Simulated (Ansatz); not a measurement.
`[O-][n+]1ccccc1`, relaxed with RKS PBE0-D4/def2-TZVP in Ansatz 0.2.0 from a PBE-D4/def2-SVP geometry. The force threshold is 0.005 eV/Å; the program also tests the step.

The species carries charge 0 and has multiplicity 1.

Start:

```xyz
12

O     2.120    1.535   -0.355
N     1.108    0.802   -0.185
C     1.189   -0.578   -0.322
C     0.080   -1.395   -0.137
C    -1.170   -0.847    0.196
C    -1.249    0.549    0.333
C    -0.127    1.347    0.144
H     2.195   -0.929   -0.582
H     0.210   -2.481   -0.260
H    -2.052   -1.485    0.343
H    -2.197    1.042    0.593
H    -0.107    2.441    0.233
```

Question: By how much does the energy fall, and how many steps does the optimiser take? (An estimate is asked.)

Answer: Computed: 8.70 kJ/mol, in 4 steps.

Question: Which bonds change most? (Best estimate.)

Answer: Computed: N2–C3 from 1.389 to 1.362 Å; N2–C7 from 1.389 to 1.362 Å; C4–C5 from 1.404 to 1.386 Å; C5–C6 from 1.404 to 1.386 Å.

Question: Give the relaxed structure. (Estimate.)

Answer: The calculation gave: 
```xyz
12

O     2.097    1.518   -0.351
N     1.086    0.786   -0.182
C     1.173   -0.566   -0.317
C     0.078   -1.378   -0.136
C    -1.155   -0.836    0.193
C    -1.234    0.542    0.329
C    -0.121    1.327    0.141
H     2.162   -0.914   -0.574
H     0.207   -2.446   -0.257
H    -2.023   -1.464    0.338
H    -2.167    1.028    0.584
H    -0.105    2.403    0.230
```
